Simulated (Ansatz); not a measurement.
silicon dioxide molecule (SMILES O=[Si]=O) moved off its minimum; all values from Ansatz (a first-principles code), cores frozen in correlated methods.
(charge 0, multiplicity 1)
```xyz
3

O     -0.1885     0.0633    -1.4837
Si     0.0864    -0.0458     0.1540
O     -0.0585     0.0331     1.7105
```

Forces at B3LYP/def2-TZVPP (eV/Å):

```
atom      Fx      Fy      Fz
----  ------  ------  ------
O1     1.258  -0.517   5.474
Si2   -1.862   0.812  -2.826
O3     0.604  -0.295  -2.648
```

Give the forces (eV/Å), the total energy and the dipole at CCSD(T)/aug-cc-pV(T+d)Z.


| atom | Fx | Fy | Fz |
|---|---|---|---|
| O1 | 1.194 | -0.492 | 5.075 |
| Si2 | -1.756 | 0.764 | -2.895 |
| O3 | 0.563 | -0.272 | -2.180 |
Energy -439.3254 hartree, dipole 1.06 D.
